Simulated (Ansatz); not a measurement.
Compare A (`C=C(F)N[SiH3]`) with its isomer B (`C=N[SiH](C)F`).

Calculated with Ansatz (gas phase, PBE0-D4/def2-TZVP geometries, no zero-point term in ΔE). CBS: MP2 limit from def2 TZ/QZ plus the TZ coupled-cluster correction, frozen cores. Functionals use def2-TZVPP. B3LYP here is the variant with VWN-RPA as its local correlation; programs differ in this. Each species was taken in one conformer, which may not be the lowest.

(1) Which isomer does CCSD(T)/CBS put lower? Give the gap. (Best estimate.)

(2) Give E(B) − E(A) in kJ/mol with MP2/def2-TZVPP, B2PLYP, BLYP-D4, B3LYP-D4, PBE0-D4, CCSD(T)/def2-SVP, PBE-D4. (An estimate is asked.)

(3) Does the order hold for the free energy at 298.15 K (harmonic terms from PBE0-D4)? (Best estimate.)

Largest T1 diagnostic: 0.012.

Results:

(1) Ansatz gave: B, by 233.7 kJ/mol.

(2) The calculation gave: MP2/def2-TZVPP -235.5, B2PLYP -227.8, BLYP-D4 -218.1, B3LYP-D4 -220.1, PBE0-D4 -211.0, CCSD(T)/def2-SVP -197.6, PBE-D4 -207.0. None reverses the order clearly.

(3) Ansatz gave: Yes: G(B) − G(A) = -226.8 kJ/mol, for one conformer each.

From BLYP to BHLYP (50 % exact exchange), in def2-TZVPP and without D4, E(B) − E(A) moves by −5.8 kJ/mol. Leaving LDA and LC-ωPBE aside and taking each functional with its dispersion term where it has one, the values spread over 20.8 kJ/mol, from B2PLYP to PBE-D4. LDA lies +22.4 kJ/mol from PBE without D4.
